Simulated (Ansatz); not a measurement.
Computed with PBE0-D3(BJ)/def2-TZVP run with Ansatz (a program for electronic structure). No frequencies were computed at this level.

Ansatz 0.2 input:
```yaml
crystal:
  periodic: [false, false, false]
  atoms:
    - { symbol: N, position_ang: [0.675087, -0.050332, 0.112908] }
    - { symbol: C, position_ang: [-0.649554, 0.048402, -0.108518] }
    - { symbol: O, position_ang: [-1.373187, 0.856173, 0.408431] }
    - { symbol: H, position_ang: [1.107018, 0.593272, 0.757079] }
    - { symbol: H, position_ang: [1.248546, -0.739356, -0.33825] }
    - { symbol: H, position_ang: [-1.007912, -0.708159, -0.83165] }
basis:
  gaussian: { orbitals: def2-tzvp }
hamiltonian:
  xc: pbe0
  dispersion: d3bj
relax:
  max_steps: 150
```

Output:

```
Functional definition: PBE0
618 factors; their error is unknown
mean field evaluation 1: about -4613.9990 eV, gradient 5.8e1 eV
mean field evaluation 2: about -4607.5265 eV, gradient 8.2e1 eV
mean field evaluation 4: about -4619.8244 eV, gradient 4.5e0 eV
mean field evaluation 8: about -4619.8678 eV, gradient 3.4e-1 eV
mean field -4619.86792878 eV, -169.7770149237 hartree, gradient 2.3e-5 eV, S^2 0.000000; 0 other end points of the search recorded, 0 dependent functions left out
reference -4619.86795055 eV, -169.7770157238 hartree; 12, 12 occupied and 99, 99 virtual orbitals, 618 factors
relax step   1: F+E_penalty+E_count = -4619.92463095 eV  Δ(F+E_penalty+E_count) = +0.000e0 eV  max|allowed force component| = 3.344e-1 eV/Å  Δτ_max = 0.0000 Å  (26 SCF iters, accepted)
these checks for a lower state are left out or cut short: starts, cluster_reference, orbital_swaps, neighbouring_geometries, increment
618 factors; their error is unknown
mean field evaluation 16: about -4619.8621 eV, gradient 6.3e-1 eV
mean field -4619.87006748 eV, -169.7770935193 hartree, gradient 1.4e-5 eV, S^2 0.000000; 0 other end points of the search recorded, 0 dependent functions left out
reference -4619.87008926 eV, -169.7770943199 hartree; 12, 12 occupied and 99, 99 virtual orbitals, 618 factors
relax step   2: F+E_penalty+E_count = -4619.92674755 eV  Δ(F+E_penalty+E_count) = -2.117e-3 eV  max|allowed force component| = 1.241e-1 eV/Å  Δτ_max = 0.0042 Å  (32 SCF iters, accepted)
these checks for a lower state are left out or cut short: starts, cluster_reference, orbital_swaps, neighbouring_geometries, increment
618 factors; their error is unknown
mean field -4619.87058759 eV, -169.7771126333 hartree, gradient 1.4e-5 eV, S^2 0.000000; 0 other end points of the search recorded, 0 dependent functions left out
reference -4619.87060939 eV, -169.7771134342 hartree; 12, 12 occupied and 99, 99 virtual orbitals, 618 factors
relax step   3: F+E_penalty+E_count = -4619.92726056 eV  Δ(F+E_penalty+E_count) = -5.130e-4 eV  max|allowed force component| = 3.814e-2 eV/Å  Δτ_max = 0.0041 Å  (32 SCF iters, accepted)
these checks for a lower state are left out or cut short: starts, cluster_reference, orbital_swaps, neighbouring_geometries, increment
618 factors; their error is unknown
mean field evaluation 32: about -4619.8705 eV, gradient 3.3e-1 eV
mean field -4619.87061902 eV, -169.7771137883 hartree, gradient 1.4e-5 eV, S^2 0.000000; 0 other end points of the search recorded, 0 dependent functions left out
reference -4619.87064082 eV, -169.7771145893 hartree; 12, 12 occupied and 99, 99 virtual orbitals, 618 factors
relax step   4: F+E_penalty+E_count = -4619.92729201 eV  Δ(F+E_penalty+E_count) = -3.146e-5 eV  max|allowed force component| = 3.520e-2 eV/Å  Δτ_max = 0.0015 Å  (33 SCF iters, accepted)
these checks for a lower state are left out or cut short: starts, cluster_reference, orbital_swaps, neighbouring_geometries, increment
618 factors; their error is unknown
mean field -4619.87016940 eV, -169.7770972651 hartree, gradient 1.4e-5 eV, S^2 0.000000; 0 other end points of the search recorded, 0 dependent functions left out
reference -4619.87019121 eV, -169.7770980664 hartree; 12, 12 occupied and 99, 99 virtual orbitals, 618 factors
relax step   5: F+E_penalty+E_count = -4619.92684131 eV  Δ(F+E_penalty+E_count) = +4.507e-4 eV  max|allowed force component| = 1.213e-1 eV/Å  Δτ_max = 0.0077 Å  (32 SCF iters, rejected (line search))
these checks for a lower state are left out or cut short: starts, cluster_reference, orbital_swaps, neighbouring_geometries, increment
618 factors; their error is unknown
mean field -4619.87074063 eV, -169.7771182575 hartree, gradient 1.4e-5 eV, S^2 0.000000; 0 other end points of the search recorded, 0 dependent functions left out
reference -4619.87076243 eV, -169.7771190586 hartree; 12, 12 occupied and 99, 99 virtual orbitals, 618 factors
relax step   6: F+E_penalty+E_count = -4619.92741688 eV  Δ(F+E_penalty+E_count) = -1.249e-4 eV  max|allowed force component| = 8.600e-4 eV/Å  Δτ_max = 0.0033 Å  (32 SCF iters, accepted)
618 factors; their error is unknown
mean field evaluation 64: about -4619.8633 eV, gradient 4.6e-2 eV
mean field -4619.87074063 eV, -169.7771182575 hartree, gradient 1.4e-5 eV, S^2 0.000000; 1 other end points of the search recorded, 0 dependent functions left out
reference -4619.87076243 eV, -169.7771190586 hartree; 12, 12 occupied and 99, 99 virtual orbitals, 618 factors
Total energy: -4619.92743868 eV, -169.7792018720 hartree
Atom 0 at     0.680227    -0.046181     0.117609 Å, force    -0.000860     0.000397     0.000099 eV/Å
Atom 1 at    -0.648225     0.047865    -0.108763 Å, force    -0.000721     0.000421     0.000002 eV/Å
Atom 2 at    -1.381466     0.855284     0.405825 Å, force     0.000253     0.000146     0.000173 eV/Å
Atom 3 at     1.116639     0.593770     0.759718 Å, force     0.000763     0.000412     0.000662 eV/Å
Atom 4 at     1.239085    -0.741149    -0.341945 Å, force     0.000287    -0.000612    -0.000525 eV/Å
Atom 5 at    -1.006263    -0.709588    -0.832444 Å, force     0.000279    -0.000763    -0.000411 eV/Å
Dipole moment:     0.686546    -0.418376    -0.196060 e Å
```

Cost: roughly 12 core-seconds.
